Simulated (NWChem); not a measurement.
System: SiAsH4, doublet; SMILES [AsH2][SiH2]

```xyz
6

Si    -0.0794     1.6233    -0.0122
As     0.2246    -0.7255    -0.1166
H      1.2424     2.3236     0.0307
H     -0.9343     2.2216    -1.0872
H     -1.2801    -0.9767    -0.1150
H      0.2799    -0.7443    -1.6443
```
Atoms are numbered in this order, from 1.

All runs: NWChem. Pople sets run with spherical d functions. Spin-unrestricted. The geometry was optimised at PBE0/def2-SVP, spin-unrestricted. No stability test was run on the SCF state. Vzz is the largest principal value of the second derivative of the potential at the nucleus (NWChem prints the opposite sign); η is the asymmetry. Non-relativistic.

| level | Vzz As2 (a.u.) | η As2 |
|---|---|---|
| CAM-B3LYP/def2-SVP | -1.902 | 0.42 |
| CAM-B3LYP/cc-pVTZ | ? | 0.28 |
| PBE0/6-31G* | -1.698 | 0.28 |
| PBE0/def2-TZVP | -1.990 | 0.23 |

Q: Some entries are withheld; supply them.

A: 
- CAM-B3LYP/cc-pVTZ, Vzz As2 (a.u.): -1.974
